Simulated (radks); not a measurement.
Species: N4+. Configuration: 1s1.75 2s1 3s0.25 (fractional occupations, a model configuration). Calculated with a radial shooting solver on a logarithmic mesh with Libxc functionals: non-relativistic Kohn-Sham, r2SCAN, spin-unpolarised, spherical densities, point nucleus; meta-GGA in the generalised Kohn-Sham scheme; without spin polarisation the odd electron is poorly described. Some entries of the table are withheld. Estimate them.

orbital,occ.,eigenvalue (hartree),<r^2> (bohr^2)
1s,1.75,-18.52080,0.06811
2s,1,(1),1.240
3s,0.25,(2),7.621

Answer. 
(1) 2s eigenvalue (hartree): -3.38679
(2) 3s eigenvalue (hartree): -1.26787
